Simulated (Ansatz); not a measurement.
Ansatz (a first-principles code) job for CH6ClNO2Si, SMILES NC[Si](Cl)(O)O, PBE-D3(BJ)/def2-SVP. 

Ansatz 0.2 input:
```yaml
crystal:
  periodic: [false, false, false]
  atoms:
    - {symbol: N, position_ang: [2.02446554, -0.40765775, -1.36507071]}
    - {symbol: C, position_ang: [1.00391102, -1.20736478, -0.67472551]}
    - {symbol: Si, position_ang: [-0.13423804, -0.21128717, 0.42595498]}
    - {symbol: O, position_ang: [0.83755346, 0.55832207, 1.51710437]}
    - {symbol: O, position_ang: [-1.30581764, -1.05015029, 1.24710365]}
    - {symbol: Cl, position_ang: [-1.11053758, 1.19697375, -0.78865618]}
    - {symbol: H, position_ang: [1.57240151, 0.31595358, -1.92629408]}
    - {symbol: H, position_ang: [2.59087977, 0.09081451, -0.67732340]}
    - {symbol: H, position_ang: [1.49870674, -1.98131795, -0.06136964]}
    - {symbol: H, position_ang: [0.40714309, -1.76260536, -1.41936016]}
    - {symbol: H, position_ang: [0.41321666, 1.10851796, 2.18632508]}
    - {symbol: H, position_ang: [-2.17248803, -1.12947733, 0.83199140]}
basis:
  gaussian:
    orbitals: def2-SVP
hamiltonian:
  xc: pbe
  dispersion: d3bj
relax: {f_tol: 0.002, max_steps: 200}
```

Log of the run:

```
WARN ansatz: RAYON_NUM_THREADS=1 ignored (pool sized by the plan → 1); use --threads N
Functional definition: PBE
integrals: 0.07 GiB planned
1355 factors; their error is unknown
mean field: 0.37 GiB planned
mean field evaluation 1: about -27078.3027 eV, gradient 9.2e1 eV
mean field evaluation 2: about -27031.4691 eV, gradient 1.7e2 eV
mean field evaluation 4: about -27094.5647 eV, gradient 1.0e1 eV
mean field evaluation 8: about -27094.7991 eV, gradient 3.5e-1 eV
mean field evaluation 16: about -27094.7170 eV, gradient 2.3e-3 eV
mean field -27094.71696914 eV, -995.7124831569 hartree, gradient 4.3e-5 eV, S^2 0.000000; 0 other end points of the search recorded, 0 dependent functions left out
the calculation of the forces begins
reference -27094.71700385 eV, -995.7124844327 hartree; 33, 33 occupied and 89, 89 virtual orbitals, 1355 factors
relax step   1: F+E_penalty+E_count = -27095.01485304 eV  Δ(F+E_penalty+E_count) = +0.000e0 eV  max|allowed force component| = 4.721e-1 eV/Å  Δτ_max = 0.0000 Å  (30 SCF iters, accepted)
these checks for a lower state are left out or cut short: starts, cluster_reference, orbital_swaps, neighbouring_geometries, increment
integrals: 0.07 GiB planned
1355 factors; their error is unknown
mean field: 0.37 GiB planned
mean field -27094.73045277 eV, -995.7129786715 hartree, gradient 1.7e-5 eV, S^2 0.000000; 0 other end points of the search recorded, 0 dependent functions left out
the calculation of the forces begins
reference -27094.73048756 eV, -995.7129799498 hartree; 33, 33 occupied and 89, 89 virtual orbitals, 1355 factors
relax step   2: F+E_penalty+E_count = -27095.02767351 eV  Δ(F+E_penalty+E_count) = -1.282e-2 eV  max|allowed force component| = 2.425e-1 eV/Å  Δτ_max = 0.0130 Å  (31 SCF iters, accepted)
these checks for a lower state are left out or cut short: starts, cluster_reference, orbital_swaps, neighbouring_geometries, increment
integrals: 0.07 GiB planned
1355 factors; their error is unknown
mean field: 0.37 GiB planned
mean field evaluation 32: about -27094.7347 eV, gradient 2.1e-3 eV
mean field -27094.73472338 eV, -995.7131356136 hartree, gradient 1.7e-5 eV, S^2 0.000000; 0 other end points of the search recorded, 0 dependent functions left out
the calculation of the forces begins
reference -27094.73475820 eV, -995.7131368930 hartree; 33, 33 occupied and 89, 89 virtual orbitals, 1355 factors
relax step   3: F+E_penalty+E_count = -27095.03168582 eV  Δ(F+E_penalty+E_count) = -4.012e-3 eV  max|allowed force component| = 6.899e-2 eV/Å  Δτ_max = 0.0129 Å  (31 SCF iters, accepted)
these checks for a lower state are left out or cut short: starts, cluster_reference, orbital_swaps, neighbouring_geometries, increment
integrals: 0.07 GiB planned
1355 factors; their error is unknown
mean field: 0.37 GiB planned
mean field -27094.73530526 eV, -995.7131569972 hartree, gradient 1.7e-5 eV, S^2 0.000000; 0 other end points of the search recorded, 0 dependent functions left out
the calculation of the forces begins
reference -27094.73534006 eV, -995.7131582761 hartree; 33, 33 occupied and 89, 89 virtual orbitals, 1355 factors
relax step   4: F+E_penalty+E_count = -27095.03245967 eV  Δ(F+E_penalty+E_count) = -7.738e-4 eV  max|allowed force component| = 3.119e-2 eV/Å  Δτ_max = 0.0064 Å  (32 SCF iters, accepted)
these checks for a lower state are left out or cut short: starts, cluster_reference, orbital_swaps, neighbouring_geometries, increment
integrals: 0.07 GiB planned
1355 factors; their error is unknown
mean field: 0.37 GiB planned
mean field -27094.73556131 eV, -995.7131664069 hartree, gradient 1.7e-5 eV, S^2 0.000000; 0 other end points of the search recorded, 0 dependent functions left out
the calculation of the forces begins
reference -27094.73559610 eV, -995.7131676851 hartree; 33, 33 occupied and 89, 89 virtual orbitals, 1355 factors
relax step   5: F+E_penalty+E_count = -27095.03312016 eV  Δ(F+E_penalty+E_count) = -6.605e-4 eV  max|allowed force component| = 3.051e-2 eV/Å  Δτ_max = 0.0147 Å  (31 SCF iters, accepted)
these checks for a lower state are left out or cut short: starts, cluster_reference, orbital_swaps, neighbouring_geometries, increment
integrals: 0.07 GiB planned
1355 factors; their error is unknown
mean field: 0.37 GiB planned
mean field -27094.73563667 eV, -995.7131691761 hartree, gradient 1.7e-5 eV, S^2 0.000000; 0 other end points of the search recorded, 0 dependent functions left out
the calculation of the forces begins
reference -27094.73567144 eV, -995.7131704541 hartree; 33, 33 occupied and 89, 89 virtual orbitals, 1355 factors
relax step   6: F+E_penalty+E_count = -27095.03320215 eV  Δ(F+E_penalty+E_count) = -8.198e-5 eV  max|allowed force component| = 1.072e-2 eV/Å  Δτ_max = 0.0046 Å  (32 SCF iters, accepted)
these checks for a lower state are left out or cut short: starts, cluster_reference, orbital_swaps, neighbouring_geometries, increment
integrals: 0.07 GiB planned
1355 factors; their error is unknown
mean field: 0.37 GiB planned
mean field -27094.73564781 eV, -995.7131695857 hartree, gradient 1.7e-5 eV, S^2 0.000000; 0 other end points of the search recorded, 0 dependent functions left out
the calculation of the forces begins
reference -27094.73568259 eV, -995.7131708636 hartree; 33, 33 occupied and 89, 89 virtual orbitals, 1355 factors
relax step   7: F+E_penalty+E_count = -27095.03321342 eV  Δ(F+E_penalty+E_count) = -1.127e-5 eV  max|allowed force component| = 8.721e-3 eV/Å  Δτ_max = 0.0029 Å  (32 SCF iters, accepted)
these checks for a lower state are left out or cut short: starts, cluster_reference, orbital_swaps, neighbouring_geometries, increment
integrals: 0.07 GiB planned
1355 factors; their error is unknown
mean field: 0.37 GiB planned
mean field evaluation 64: about -27094.7356 eV, gradient 1.6e-1 eV
mean field -27094.73567945 eV, -995.7131707485 hartree, gradient 1.3e-5 eV, S^2 0.000000; 0 other end points of the search recorded, 0 dependent functions left out
the calculation of the forces begins
reference -27094.73571423 eV, -995.7131720265 hartree; 33, 33 occupied and 89, 89 virtual orbitals, 1355 factors
relax step   8: F+E_penalty+E_count = -27095.03322212 eV  Δ(F+E_penalty+E_count) = -8.707e-6 eV  max|allowed force component| = 7.254e-3 eV/Å  Δτ_max = 0.0027 Å  (23 SCF iters, accepted)
these checks for a lower state are left out or cut short: starts, cluster_reference, orbital_swaps, neighbouring_geometries, increment
integrals: 0.07 GiB planned
1355 factors; their error is unknown
mean field: 0.37 GiB planned
mean field -27094.73571129 eV, -995.7131719184 hartree, gradient 2.1e-5 eV, S^2 0.000000; 0 other end points of the search recorded, 0 dependent functions left out
the calculation of the forces begins
reference -27094.73574607 eV, -995.7131731964 hartree; 33, 33 occupied and 89, 89 virtual orbitals, 1355 factors
relax step   9: F+E_penalty+E_count = -27095.03322864 eV  Δ(F+E_penalty+E_count) = -6.520e-6 eV  max|allowed force component| = 1.969e-3 eV/Å  Δτ_max = 0.0014 Å  (22 SCF iters, accepted)
integrals: 0.07 GiB planned
1355 factors; their error is unknown
mean field: 0.37 GiB planned
mean field -27094.73571129 eV, -995.7131719184 hartree, gradient 2.0e-5 eV, S^2 0.000000; 1 other end points of the search recorded, 0 dependent functions left out
the calculation of the forces begins
reference -27094.73574607 eV, -995.7131731964 hartree; 33, 33 occupied and 89, 89 virtual orbitals, 1355 factors
Total energy: -27095.03326342 eV, -995.7241067575 hartree
Atom 0 at     2.026841    -0.401748    -1.366695 Å, force    -0.000386    -0.001781     0.000998 eV/Å
Atom 1 at     1.012424    -1.217032    -0.681569 Å, force     0.001109     0.001483    -0.001121 eV/Å
Atom 2 at    -0.136238    -0.222158     0.426951 Å, force    -0.000626     0.001969     0.001073 eV/Å
Atom 3 at     0.860500     0.546495     1.517869 Å, force     0.000942    -0.000579    -0.001085 eV/Å
Atom 4 at    -1.322140    -1.043263     1.275664 Å, force     0.000323    -0.001143     0.000842 eV/Å
Atom 5 at    -1.106029     1.191232    -0.800657 Å, force     0.000312    -0.000249    -0.000180 eV/Å
Atom 6 at     1.554158     0.330553    -1.915132 Å, force    -0.000450     0.000672    -0.000417 eV/Å
Atom 7 at     2.577376     0.108076    -0.662203 Å, force     0.000467     0.000371     0.000384 eV/Å
Atom 8 at     1.514391    -1.995045    -0.065085 Å, force     0.000386     0.000107    -0.000037 eV/Å
Atom 9 at     0.415345    -1.778484    -1.432690 Å, force    -0.000786    -0.000877     0.000183 eV/Å
Atom 10 at     0.411297     1.108561     2.173155 Å, force    -0.000356     0.000003     0.000211 eV/Å
Atom 11 at    -2.182729    -1.106466     0.826072 Å, force    -0.000935     0.000023    -0.000853 eV/Å
Dipole moment:    -0.284202     0.040426     0.179778 e Å
```

Self-consistency was reached.
